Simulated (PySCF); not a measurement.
Potential energy surface of H₃Sn, doublet: umbrella (inversion) coordinate, bond length relaxed. Scanned: angle between the Sn-H bonds and the threefold axis (90 = planar). Other coordinates (Sn-H bond length) were minimised at B3LYP/def2-TZVP.

The free coordinates were minimised at B3LYP/def2-TZVP in PySCF; the energy column is CCSD(T) on UHF/def2-TZVP, 4 core orbitals frozen, def2 effective core potentials past Kr (PySCF 2.14.0), in mEh.

| a / ° | Sn-H bond length / Å | E |
|---|---|---|
| 90 | 1.688 | 10.2 |
| 93 | 1.690 | 9.5 |
| 96 | 1.695 | 7.6 |
| 99 | 1.702 | 5.2 |
| 102 | 1.709 | 2.8 |
| 105 | 1.715 | 0.9 |
| 108 | 1.721 | 0.0 |
| 111 | 1.726 | 0.3 |
| 114 | 1.730 | 1.9 |
| 117 | 1.735 | 5.1 |
| 120 | 1.740 | 9.8 |
| 123 | 1.745 | 16.3 |
| 126 | 1.751 | 24.5 |
| 129 | 1.757 | 34.6 |
| 132 | 1.764 | 46.8 |
